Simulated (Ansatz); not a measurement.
Basis-set series for `[F][Ti]([F])([SH])[SH]`. The species carries charge 0 and has multiplicity 1. The geometry is a stationary point of PBE0-D4/def2-TZVP. It is one conformer, not always the lowest.

```csv
atom,x (Å),y (Å),z (Å)
F1,-2.017,-0.675,-0.329
Ti2,-0.559,0.266,-0.173
F3,-0.703,1.968,-0.513
S4,1.057,-0.460,-1.603
S5,0.122,-0.101,1.967
H6,0.926,-1.724,-1.153
H7,1.174,0.726,1.803
```

```csv
functional,basis,functions,energy (Eh),HOMO (eV),LUMO (eV)
PBE0-D4,def2-SVP,105,-1845.78191,-7.80,-3.15
PBE0-D4,def2-TZVPP,238,-1846.42529,-7.88,-3.11
ωB97M-V,def2-SVP,105,-1846.28468,-9.83,-0.88
ωB97M-V,def2-TZVPP,238,-1846.93093,-9.96,-0.89
```

Task: Give the rows for def2-QZVPP. (Best estimate.)

Result: Computed: 
```json
{"functional": "PBE0-D4", "basis": "def2-QZVPP", "functions": "407", "energy (Eh)": "-1846.47607", "HOMO (eV)": "-7.89", "LUMO (eV)": "-3.12"}
{"functional": "ωB97M-V", "basis": "def2-QZVPP", "functions": "407", "energy (Eh)": "-1846.97869", "HOMO (eV)": "-9.97", "LUMO (eV)": "-0.93"}
```

Scalar relativity is left out up to krypton.
